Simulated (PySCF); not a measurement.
# Bonding in `C=C(F)C[c+]1cc1`

Species: C₆H₆F (charge +1).
Atom-mapped SMILES: `[CH2:1]=[C:2]([F:3])[CH2:4][c+:5]1[cH:6][cH:7]1` (hydrogens: H8, H9 on C1; H10, H11 on C4; H12 on C6; H13 on C7)

Structure used (GFN2-xTB), in Å, numbered top down from 1:
```xyz
13
C6H6F angstrom
C     -2.0833    0.7216    0.5183
C     -1.2081   -0.2185    0.2396
F     -1.0545   -1.3093    0.9993
C     -0.2548   -0.2444   -0.9687
C      1.0519   -0.1675   -0.3838
C      2.0650   -0.7741    0.3609
C      2.1519    0.5565    0.0735
H     -2.7490    0.6085    1.3583
H     -2.1941    1.6002   -0.0886
H     -0.4075   -1.2017   -1.4784
H     -0.4770    0.5951   -1.6260
H      2.4702   -1.6457    0.8288
H      2.6848    1.4797    0.1490
```

Bond orders from the PBE0/pcSseg-1 density (PySCF). Isolated species at its GFN2-xTB geometry (one conformer only).

Question: How far do the computed orders between heavy atoms stray from the drawn ones?

Answer: The largest departure is 0.346, at C5–C6 (drawn aromatic, 1.154), counting aromatic bonds as 1.5. The bonds drawn aromatic range from 1.15 to 1.28.

Question: Give the Mayer order of every bond between heavy atoms, beside its length.

Answer: 
```csv
bond,drawn as,length (Å),Mayer order
C1–C2,double,1.314,1.914
C2–F3,single,1.338,0.958
C2–C4,single,1.539,0.974
C4–C5,single,1.434,1.095
C5–C6,aromatic,1.396,1.154
C6–C7,aromatic,1.364,1.281
C7–C5,aromatic,1.394,1.169
```

Bonds between the same two heavy elements. C–C: lowest C2–C4 (0.974, 1.539 Å), highest C1–C2 (1.914, 1.314 Å).

Question: And the bonds to hydrogen?

Answer: C–H: 0.88 to 1.02 (6 bonds).

Question: Sum the orders of all bonds at each heavy atom with more than one neighbour and set the sums beside the valence in the SMILES.

Answer: C1 3.776 (drawn 4), C2 3.846 (drawn 4), C4 3.853 (drawn 4), C5 3.418 (drawn 3), C6 3.449 (drawn 4), C7 3.466 (drawn 4). Orders between atoms that aren't bonded are not in these sums.

For a closed shell the Mayer order of atoms A and B is Σ (PS)μν (PS)νμ over the basis functions μ on A and ν on B, with P the density and S the overlap matrix.
